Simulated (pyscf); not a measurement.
H₂C=CH–CH₂–CH=O → H₃C–CH=CH–CH=O, a concerted two-bond exchange (singlet surface; C–H, C–H broken, C–H, C–H formed). Structures and frequencies: ωB97X-D3(BJ)/def2-SVP in PySCF. Energies in eV from the reactant's lowest minimum found.

Small-basis levels: PySCF, no dispersion term, spherical d functions. 

### Question
Quick B3LYP/6-31G* single points give ΔE‡ = 3.40 eV and ΔE = -0.41 eV. What does ωB97M-D3(BJ)/def2-TZVP give, and how far is the quick result from it?

### Answer
ωB97M-D3(BJ)/def2-TZVP gives ΔE‡ = 3.52 eV and ΔE = -0.30 eV. B3LYP/6-31G* lies 0.11 eV under it in the barrier and 0.11 eV under it in the reaction energy, so on this step it holds to within 0.13 eV. ωB97M-D3(BJ)/def2-TZVP has limits of its own. The same reactants have a lower exit, to H₂C=CH–CH₂–CH=O (barrier +2.81 eV at ωB97M-D3(BJ), against +3.52 eV here). One saddle was located; it need not be the lowest between these sides.
